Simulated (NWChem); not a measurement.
System: C2H6AlI; SMILES [I][Al]([CH3])[CH3]

No frequency run checked for a minimum. def2 effective core potentials on I; no spin-orbit coupling.

Problem. Give the equilibrium geometry at PBE0/def2-SVP with def2 effective core potentials on I (NWChem) as a list of bonds and angles, with the point group.

Solution. point group C2; any orientation.
Bond lengths (Å): Al1–I2 2.500, Al1–C3 1.950, Al1–C7 1.950, C3–H4 1.103, C3–H5 1.102, C3–H6 1.103, C7–H8 1.102, C7–H9 1.103, C7–H10 1.103. Bond angles (°): I2–Al1–C3 116.4, I2–Al1–C7 116.4, C3–Al1–C7 127.3, Al1–C3–H4 110.6, Al1–C3–H5 112.6, Al1–C3–H6 110.9, H4–C3–H5 108.0, H4–C3–H6 106.3, H5–C3–H6 108.2, Al1–C7–H8 112.6, Al1–C7–H9 110.9, Al1–C7–H10 110.6, H8–C7–H9 108.2, H8–C7–H10 108.0, H9–C7–H10 106.3.
